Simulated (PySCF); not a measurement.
C3H8OSn, SMILES C[O][SnH2][CH]=C.

Coordinates come from a PBE0-D3(BJ)/def2-SVP optimisation. The def2 effective core potentials stand for the cores of Sn; spin–orbit coupling is left out. The values are those of a single conformer.

These are TDA-PBE/def2-SVPD (PySCF 2.14.0) values and carry that method's errors.

Vertical excitations. Gas-phase values at a fixed geometry.

Computed lowest excited states:
| state | energy (eV) | λ (nm) | f | main pairs |
|---|---|---|---|---|
| S1 | 4.10 | 302 | 0.000 | HOMO→LUMO 100 % |
| S2 | 4.85 | 256 | 0.025 | HOMO−1→LUMO 94 % |
| S3 | 5.25 | 236 | 0.008 | HOMO→LUMO+1 96 % |
| S4 | 5.36 | 231 | 0.011 | HOMO→LUMO+2 97 % |
| S5 | 5.70 | 217 | 0.000 | HOMO→LUMO+3 100 % |
| S6 | 5.82 | 213 | 0.003 | HOMO−3→LUMO 94 % |
| S7 | 6.05 | 205 | 0.013 | HOMO−1→LUMO+2 95 % |
| S8 | 6.12 | 203 | 0.064 | HOMO−1→LUMO+1 64 %, HOMO→LUMO+4 12 % |
| S9 | 6.25 | 198 | 0.018 | HOMO→LUMO+4 57 %, HOMO−4→LUMO 17 %, HOMO−2→LUMO 12 %, HOMO−2→LUMO+1 10 % |
| S10 | 6.28 | 197 | 0.024 | HOMO→LUMO+4 28 %, HOMO−4→LUMO 28 %, HOMO−2→LUMO 13 %, HOMO−1→LUMO+1 12 % |
| T1 | 3.99 | 311 | 0 | HOMO→LUMO 99 % |
| T2 | 4.35 | 285 | 0 | HOMO−2→LUMO 63 %, HOMO−1→LUMO 31 % |
| T3 | 4.71 | 263 | 0 | HOMO−1→LUMO 67 %, HOMO−2→LUMO 29 % |
| T4 | 4.94 | 251 | 0 | HOMO→LUMO+1 98 % |
Triplets are in the Tamm–Dancoff approximation.
